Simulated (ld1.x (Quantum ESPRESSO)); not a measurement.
# rhodium: one change to an ultrasoft potential, before and after

```json
{
  "Element": "Rh (Z = 45)",
  "Generator": "ld1.x (Quantum ESPRESSO) 7.5",
  "Type": "ultrasoft",
  "Functional": "PBE",
  "Relativity": "scalar-relativistic",
  "Frozen core": "[Kr]",
  "Valence charge": "9",
  "Reference configuration": "4d8 5s1 5p0",
  "Partial waves": "5s (bound): rcut 2.10, rcutus 2.90 bohr; 5s channel at 0.9 Ry: rcut 2.10, rcutus 2.90 bohr; 5p (bound, empty): rcut 3.15, rcutus 4.20 bohr; 5p channel at 0.55 Ry: rcut 3.15, rcutus 4.20 bohr; 4d (bound): rcut 1.30, rcutus 1.75 bohr; 4d channel at -0.1 Ry: rcut 1.30, rcutus 1.75 bohr",
  "Local potential": "all-electron potential smoothed inside 2.40 bohr (lloc = -1)",
  "Core correction": "none",
  "Augmentation charge": "built from norm-conserving waves at rcut, not smoothed further"
}
```

Change: all radii scaled by about 1.18 (s 3.42, p 4.96, d 2.06 bohr, rcut 2.48/3.72/1.54); local potential all-electron potential smoothed inside 2.84 bohr (lloc = -1).

Cutoffs: the cutoffs (Ry, on a coarse ladder) from which the occupation-weighted sum of valence levels, in a spherical-Bessel basis at the reference potential, stays within 10 and 1 mRy of its value at 400 Ry; they do not see the model core or the augmentation charge, which bear on the density cutoff. Errors are all-electron minus pseudo energies relative to the spin-unpolarised reference configuration.

What does the change do?

The potential gets softer (35 Ry and 55 Ry → 25 Ry and 40 Ry); the number of tests that count goes from 7 to 5; of the 5 tests that both files solve, the error grows in 0 and shrinks in 2 by more than 15 % and 0.3 meV (median size 44.7 → 25.2 meV); neither file shows a bound ghost at the reference potential, the only one tested. A larger radius leaves more room for a smooth pseudo-wave, so fewer plane waves are needed.

| quantity | base | changed |
| --- | --- | --- |
| cutoff, loose | 35 Ry | 25 Ry |
| cutoff, tight | 55 Ry | 40 Ry |
| loose cutoff by channel (10 mRy a level) | s 6 Ry, d 30 Ry | s 6 Ry, d 21 Ry |
| bound ghosts | none | none |
| tests counted (converged, no solver errors) | 7 of 7 | 5 of 7 |
| error for 4d8 5s0 5p0, meV [ΔE 7.46 eV] | +8.7 | +6.2 |
| error for 4d7 5s0 5p0, meV [ΔE 26.97 eV] | +45 | +48 |
| error for 4d6 5s0 5p0, meV [ΔE 59.48 eV] | -26 | -25 |
| error for 4d7 5s1 5p1, meV [ΔE 6.62 eV] | -51 | -18 |
| error for 4d5 5s0 5p0, meV [ΔE 106.42 eV] | -320 | -341 |
| lowest overlap eigenvalue by channel | s 0.35, p 0.49, d 0.96 | s 0.43, p 0.28, d 0.99 |

Changed file: Tests not counted: 4d8.5 5s0.5 5p0 (pseudo-atom not self-consistent, printed error -11 meV); 4d8 5s0.5 5p0 (pseudo-atom not self-consistent, printed error +1.6 meV). These tests converged, but a pseudo level misses the all-electron one widely, so the file describes the atom poorly there or has found another state: 4d6 5s0 5p0: empty 5p by 4.7 eV (a node warning on the way).
